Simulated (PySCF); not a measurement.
An EPR property job and its printed output. Input:

```
{"job": {"kind": "epr"}, "charge": 0, "multiplicity": 2}
C     -1.616114     1.115269     0.629691
C     -0.838002     0.168970    -0.273481
C     -1.463691    -1.224143    -0.357240
C      0.603495     0.089523     0.087445
N      1.210739     0.953723     0.955217
C      2.464052     0.558146     0.965062
C      2.604967    -0.587327     0.060569
N      1.437243    -0.853783    -0.468427
H     -2.648131     1.227257     0.265878
H     -1.655962     0.724895     1.658318
H     -1.144735     2.105947     0.674072
H     -0.842239     0.585749    -1.302976
H     -0.868642    -1.883557    -1.003061
H     -1.517493    -1.683312     0.642490
H     -2.486385    -1.158983    -0.757014
H      3.237496     1.041607     1.567053
H      3.509422    -1.155940    -0.170126
```

Theory: PySCF, UKS B3LYP, IGLO-III on C N, pcH-1 on H, non-relativistic, mean-field spin-orbit, GIAO. The structure is a single PBE0-D3(BJ)/def2-SVP conformer in the gas phase; no vibrational or solvent corrections.

Output of the driver script. Atoms in this output count from 0.

```
UKS, coarse grid
  cycle   1  E = -343.56612238  |g| = 4.00e-01
  cycle   2  E = -343.49767439  |g| = 5.74e-01
  cycle   3  E = -343.63913666  |g| = 9.10e-02
  cycle   4  E = -343.64171757  |g| = 5.17e-02
  cycle   5  E = -343.64299067  |g| = 1.32e-02
  cycle   6  E = -343.64308438  |g| = 4.69e-03
  cycle   7  E = -343.64310314  |g| = 2.39e-03
  cycle   8  E = -343.64310991  |g| = 1.50e-03
  cycle   9  E = -343.64311056  |g| = 6.52e-04
UKS, final grid
  cycle   1  E = -343.64311307  |g| = 1.28e-03
  cycle   2  E = -343.64311073  |g| = 2.68e-03
  cycle   3  E = -343.64311377  |g| = 9.08e-05
  cycle   4  E = -343.64311378  |g| = 3.49e-05
  cycle   5  E = -343.64311378  |g| = 2.63e-05
E = -343.64311378 Eh   <S^2> = 0.7618 (exact 0.7500)
g shifts (ppm)      1          2          3
  rmc          -137       -137       -137
  gc             43         12         32
  oz_so        -286        -34        750
  total        -380       -159        645
hyperfine (MHz)  atom isotope    a_iso     a_fc   dipolar eigenvalues
    0   13C       3.33       3.33     -0.77     -0.44      1.21
    1   13C     -15.35     -15.35     -2.07     -0.42      2.49
    2   13C      20.42      20.42     -1.93     -1.71      3.64
    3   13C      48.34      48.34    -40.50    -38.51     79.01
    4   14N      -3.95      -3.95     -3.82      1.69      2.13
    5   13C      23.16      23.16    -31.64    -29.18     60.82
    6   13C      17.34      17.34    -27.47    -25.18     52.65
    7   14N      -2.87      -2.87     -1.78      0.65      1.13
    8    1H      -1.29      -1.29     -1.17     -1.01      2.18
    9    1H      -0.07      -0.07     -1.84     -1.49      3.33
   10    1H      -0.53      -0.53     -1.77     -1.61      3.38
   11    1H      88.23      88.23     -4.10     -1.25      5.35
   12    1H      -0.40      -0.40     -2.35     -1.38      3.73
   13    1H      -0.82      -0.82     -2.47     -1.22      3.69
   14    1H       3.23       3.23     -1.62     -0.97      2.59
   15    1H     -29.47     -29.47    -15.92     -2.20     18.12
   16    1H     -26.19     -26.19    -14.16     -2.36     16.52
```

|g| in the SCF lines is the orbital gradient. In the g block, columns 1 to 3 are the principal axes in rising order; rmc is the relativistic mass correction, gc the gauge correction and oz_so the orbital-Zeeman/spin–orbit term. a_fc is the Fermi-contact part of a_iso, here all of it, since this run has no spin–orbit term in the hyperfine coupling.

Q: What does the output say about convergence, stability and spin contamination?

A: The SCF converged after 14 cycles in all, 9 of them on the coarse grid; no stability test was run. The unrestricted determinant has ⟨S²⟩ = 0.7618 (exact 0.7500), so spin contamination is small.

Q: What are the principal g values and g_iso?

A: Adding the total shifts to 2.002319 gives 2.00194, 2.00216, 2.00296; their mean shift is 35 ppm, so g_iso = 2.00235.

Q: Which couplings shape the isotropic spectrum at natural abundance (0.05 mT or more)? Keep the log's numbering.

A: atom 11 (1H, I = 1/2): 88.2 MHz = 3.15 mT in magnitude, a 1:1 doublet; atoms 15, 16 (1H, I = 1/2): mean -27.8 MHz = 0.99 mT in magnitude, a 1:2:1 triplet; atoms 4, 7 (14N, I = 1): mean -3.4 MHz = 0.12 mT in magnitude, a 1:2:3:2:1 quintet. Together 30 lines to first order. Means are taken over nuclei equivalent by connectivity, which assumes that they swap fast.

Q: What are the principal values of the full tensor of atom 5 (13C)?

A: a_iso plus each dipolar eigenvalue: -8.48, -6.02, 83.98 MHz.

The species is `CC(C1[N]C=CN=1)C` [radical]. The run used 370 basis functions and 6 iterations of the response equations. N8, the radical centre as drawn in `CC(C)C1=NC=C[N]1`, holds a spin population of -0.07 out of 1.

Conformer computed: `[CH3:1][CH:2]([CH3:3])[C:4]1=[N:5][CH:6]=[CH:7][N:8]1`: C1–C2–C4–N5 -12°.
Labels such as C1 count atoms from 1, the log's own numbers from 0.
